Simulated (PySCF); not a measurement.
Gas-phase reaction: 3 GaH3 + HCl + 2 GaCl2 → 5 GaH2Cl

Computed with PySCF (xtb for GFN2) and rigid-rotor harmonic-oscillator thermochemistry at 1 bar. † marks an energy on the PBE0/def2-TZVP geometry and frequencies; other levels use their own. CCSD(T) freezes the core. 6-31G* has spherical d functions here. Open shells (unrestricted): GaCl2 (multiplicity 2); the rest are closed-shell singlets. GFN2 has no spin-polarisation term. B3LYP is the form with VWN-RPA correlation. Ga: all electrons, no relativistic terms. GaH3, GaCl2, GaH2Cl: computed as isolated molecules; such fragments, hydroxides, amides, oligomers or adducts are transient or little studied in the gas. CCSD(T) isn't extrapolated to the basis-set limit; its ΔH°(298 K) is -361.7 kJ in def2-SVP and -365.6 kJ in def2-TZVPP. The harmonic model lacks anharmonicity and excited electronic states, which grow with temperature; levels with a mode under 35 cm⁻¹ are left out. Soft modes under 120 cm⁻¹ make the harmonic entropy rough for GaCl2.

```
level                ΔE electronic, kJ  ΔH°(298 K), kJ  ΔS°(298 K), J/K  ΔG°(1400 K), kJ
-------------------  -----------------  --------------  ---------------  ---------------
B3LYP/6-31G*                      -336            -331             -126             -161
B3LYP/def2-TZVP†                  -338            -333             -124             -165
CCSD(T)/def2-TZVPP†               -371            -366             -124             -198
GFN2-xTB                          -406            -403             -130             -229
HF/6-31G*                         -324            -318             -123             -151
HF/def2-TZVP†                     -313            -307             -124             -139
PBE0/def2-SVP†                    -364            -359             -124             -191
LDA/def2-TZVP†                    -384            -379             -124             -211
ωB97M-V/def2-TZVP†                -367            -361             -124             -193
```
ΔH° is lowest at GFN2-xTB and highest at HF/def2-TZVP†. No reference value is set beside these.
